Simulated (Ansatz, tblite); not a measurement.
Two members of one family ((AgH)n off), computed with Ansatz in the gas phase; def2 core potentials for Ag, no spin–orbit coupling. Singlets are spin-restricted. A dash marks a value that wasn't run or was left out as unsound. The structures are stationary points that may keep the symmetry of their start. Remarks come from the PBE and PBE0 runs and from stability tests at other levels; not every state was tested. A HOMO above zero means that the electron is unbound at that level and held by the basis, or that self-interaction error raises the level; the energy of removing that electron tells which. HOMO above LUMO (over both spins in singlets and doublets, within one spin in higher multiplets; at PBE or PBE0), or a gap under 0.15 eV within one spin, warns that the state may not be the lowest or that an electron is smeared out.

First: Ag2H3⁻ (singlet, charge -1, r2SCAN-D4/def2-TZVPD geometry).

| atom | x (Å) | y (Å) | z (Å) |
| --- | --- | --- | --- |
| Ag1 | 0.318 | -1.328 | 0.386 |
| Ag2 | -0.478 | 1.233 | -0.514 |
| H3 | -0.315 | 2.878 | -0.522 |
| H4 | -0.821 | -0.484 | -0.651 |
| H5 | 1.297 | -2.299 | 1.300 |

```csv
level,HOMO (eV),vertical IE (eV)
PBE-D4/def2-SVPD,-1.00,–
r2SCAN-D4/def2-TZVPD,-1.20,3.65
PBE0-D4/def2-SVPD,-2.01,–
PBE0-D4/def2-TZVPD,-2.04,3.85
LC-ωPBE/def2-TZVPD,-4.57,–
```

The relaxed quintet lies at 5.56 eV (r2SCAN-D4/def2-TZVPD) to 6.10 eV (LC-ωPBE/def2-TZVPD) from the singlet. Remarks: HOMO above zero (triplet), gap within one spin near zero at PBE or PBE0 (triplet), HOMO above zero (quintet).

Second: Ag3H4⁻ (singlet, charge -1, r2SCAN-D4/def2-TZVPD geometry).

Cartesian coordinates in Å:
```
Ag 2.768 0.211 0.307
Ag -2.772 -0.238 -0.262
Ag 0.005 0.056 -0.093
H -1.228 -0.933 -0.787
H -4.299 0.252 0.111
H 4.285 -0.416 0.157
H 1.240 1.067 0.566
```

Estimate how these quantities change from the first to the second (second minus first).


```
               level  Δ HOMO (eV)  Δ vertical IE (eV)
    PBE-D4/def2-SVPD        -0.67                   –
r2SCAN-D4/def2-TZVPD        -0.68                0.35
   PBE0-D4/def2-SVPD        -0.65                   –
  PBE0-D4/def2-TZVPD        -0.65                0.42
  LC-ωPBE/def2-TZVPD        -0.66                   –
```
